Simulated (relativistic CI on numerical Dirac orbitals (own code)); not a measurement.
Radial parameters of I36+

Calculated at this level of theory: Dirac-Coulomb-Breit CI, orbitals from a KLI potential per configuration, model QED, unscaled Slater integrals (own radial code, finite nucleus).

Slater integrals F^k, G^k are unscaled and averaged over j, outside the closed core [Ne]; ζ comes from projecting the Hamiltonian with its Breit term on Σ l·s of the shell.

- 3s²3p⁵: ζ(3p) = 383590 cm⁻¹; <r>(3p) = 0.2775, <r^2>(3p) = 0.08891 (bohr units).
- 3s²3p⁴3d: F^2(3p,3p) = 355870, ζ(3p) = 383100, F^2(3p,3d) = 357830, G^1(3p,3d) = 377390, G^3(3p,3d) = 253580, ζ(3d) = 50971 cm⁻¹; <r>(3p) = 0.2778, <r^2>(3p) = 0.0891, <r>(3d) = 0.2462, <r^2>(3d) = 0.07008 (bohr units).
- 3s3p⁵3d: G^1(3s,3p) = 449780, ζ(3p) = 382950, G^2(3s,3d) = 282910, F^2(3p,3d) = 357590, G^1(3p,3d) = 377290, G^3(3p,3d) = 253470, ζ(3d) = 51278 cm⁻¹; <r>(3s) = 0.2858, <r^2>(3s) = 0.09304, <r>(3p) = 0.278, <r^2>(3p) = 0.08921, <r>(3d) = 0.2465, <r^2>(3d) = 0.07022 (bohr units).

Averages of the first 10 configurations, taken without configuration mixing, which lowers the lowest level and can move excited configurations by several eV; other configurations of the list can lie among them:

```tsv
Configuration	Parity	States	Average energy above the lowest level (eV)
3s²3p⁵	odd	6	32.0
3s3p⁶	even	2	210.6
3s²3p⁴3d	even	150	227.2
3s3p⁵3d	odd	120	399.2
3p⁶3d	even	10	586.6
3s3p⁴3d²	even	1350	593.6
3s²3p³3d4p	even	1200	1427.7
3p⁶4s	even	2	1529.6
3s3p⁴3d4s	even	600	1527.9
3s²3p⁴4s	even	30	1167.9
```
